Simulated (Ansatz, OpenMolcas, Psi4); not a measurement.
A ladder of methods for AlF3 (SMILES F[Al](F)F)

The species is AlF3 (4 atoms), meant as a singlet with charge 0. As SMILES, `F[Al](F)F`. The coordinates come from a PBE0-D4/def2-TZVP relaxation.

Quantity: the vertical energy of the triplet above the singlet, in eV. The values are calculated.

```json
{"level": "SVWN5/6-311+G**", "kind": "LDA", "program": "OpenMolcas", "value (eV)": "7.37", "less CCSD(T)/6-311+G**": "-1.82", "CPU time (all runs)": "45 s"}
{"level": "BLYP/6-311+G**", "kind": "GGA", "program": "Ansatz", "value (eV)": "7.24", "less CCSD(T)/6-311+G**": "-1.95", "CPU time (all runs)": "18 s"}
{"level": "r2SCAN/6-311+G**", "kind": "meta-GGA", "program": "Ansatz", "value (eV)": "7.69", "less CCSD(T)/6-311+G**": "-1.50", "CPU time (all runs)": "45 s"}
{"level": "BHLYP/6-311+G**", "kind": "global hybrid", "program": "Ansatz", "value (eV)": "9.01", "less CCSD(T)/6-311+G**": "-0.18", "CPU time (all runs)": "37 s"}
{"level": "PBE-QIDH/6-311+G**", "kind": "double hybrid", "program": "Ansatz", "value (eV)": "9.44", "less CCSD(T)/6-311+G**": "+0.25", "CPU time (all runs)": "30 s"}
{"level": "RPA@PBE/6-311+G**", "kind": "RPA", "program": "Ansatz", "value (eV)": "7.13", "less CCSD(T)/6-311+G**": "-2.06", "CPU time (all runs)": "32 s"}
{"level": "MP2/6-311+G**", "kind": "perturbation theory", "program": "Ansatz", "value (eV)": "9.89", "less CCSD(T)/6-311+G**": "+0.70", "CPU time (all runs)": "12 s"}
{"level": "CCSD(T)/6-311+G**", "kind": "coupled cluster or CI", "program": "Psi4", "value (eV)": "9.19", "less CCSD(T)/6-311+G**": "0.00", "CPU time (all runs)": "9.7 min"}
{"level": "CCSD/6-311+G**", "kind": "coupled cluster or CI", "program": "Ansatz", "value (eV)": "9.44", "less CCSD(T)/6-311+G**": "+0.25", "CPU time (all runs)": "93 s"}
```

Differences are taken from CCSD(T)/6-311+G** for orientation; it has basis-set and higher-order errors of its own. The values span 7.13 to 9.89 eV. CPU times are rough (shared hosts, several kinds of processor): they show what a rung costs within a factor of a few.
